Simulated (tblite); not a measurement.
Compound: C6H5O2S (doublet state).
Structure used (GFN2-xTB), in Å, numbered top down from 1:
```xyz
14
C6H5O2S angstrom
C     -0.5832    2.0165    1.6300
C     -0.4746    1.1511    0.6173
C      0.5958    0.2510    0.4506
C      1.5384   -0.4586    0.2009
C      2.4808   -1.5864   -0.1922
O      1.8006   -2.3061   -0.9182
O      3.5951   -1.5423    0.2684
S     -1.6862    1.0998   -0.6780
C     -1.5180   -0.5986   -1.2839
H      0.1844    2.0878    2.3808
H     -1.4423    2.6568    1.7230
H     -2.3371   -0.7557   -1.9789
H     -1.5893   -1.2917   -0.4514
H     -0.5649   -0.7240   -1.7905
```

Computed geometry: GFN2-xTB, gas phase. This method treats the open shell by occupation alone, without spin polarisation.

Take the most abundant isotopes and a rigid rotor. The values belong to one conformer with, in the numbering `[CH2:1]=[C:2]([C:3]#[C:4][C:5]([O:6])=[O:7])[S:8][CH3:9]`, C1–C2–S8–C9 -155°.

Question: What are A, B and C (MHz)?

Answer: Ia = 192.45, Ib = 678.22, Ic = 854.89 u·Å²; 505379 MHz·u·Å²/I gives A = 2626, B = 745.2, C = 591.2 MHz.

Question: Classify the top.

Answer: An asymmetric top. Ray's parameter κ = (2B − A − C)/(A − C) = -0.849; −1 is the prolate and +1 the oblate limit.

Question: What does the inertial defect say?

Answer: Not planar: Δ = Ic − Ia − Ib = -15.78 u·Å². For a rigid frame Δ = −2 Σ m c², so Σ m c² = 7.89 u·Å² lies off the ab plane: 2.17 from hydrogen and 5.72 from heavier atoms. The atom farthest from that plane is 1.29 Å away.

Question: Estimate the classical rotational partition function at 10 K, 50 K and 100 K.

Answer: Point group C1, symmetry number σ = 1; q = (√π/σ)·√((kT/h)³/(ABC)), k/h = 20836.6 MHz/K: 4960 at 10 K, 55400 at 50 K, 157000 at 100 K.

For this open shell read J as N, the rotation without spin; fine and hyperfine splittings come on top. Its lowest GFN2-xTB frequency is 13i cm⁻¹, too small to tell a flat minimum from a shallow saddle. These are rigid-rotor constants of the computed structure; measured ground-state constants (B0) also hold zero-point vibration.
